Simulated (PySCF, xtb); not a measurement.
Sn(H)(OH)2(OMe) (CH6O3Sn), SMILES C[O][SnH]([OH])[OH]. The values are those of a single conformer.

Harmonic wavenumbers (cm⁻¹) from GFN2-xTB run with xtb 6.7.1 at its own minimum, in rising order: 49, 101, 110, 150, 156, 173, 243, 258, 383, 458, 478, 495, 510, 812, 834, 1039, 1141, 1141, 1414, 1476, 1485, 1628, 2953, 2965, 2981, 3613, 3619.

Problem. What does B3LYP-D3(BJ)/def2-SVP (PySCF 2.14.0) give at its own minimum? (Estimate from the structure and the level; the computed values follow.)

Solution. 31, 97, 112, 136, 189, 213, 225, 263, 526, 547, 558, 616, 633, 845, 869, 1107, 1172, 1188, 1465, 1473, 1482, 1951, 2967, 3030, 3072, 3807, 3823. Paired by order, the mean absolute difference is 69 cm⁻¹ and the zero-point energies are 43.8 and 46.3 kcal/mol.
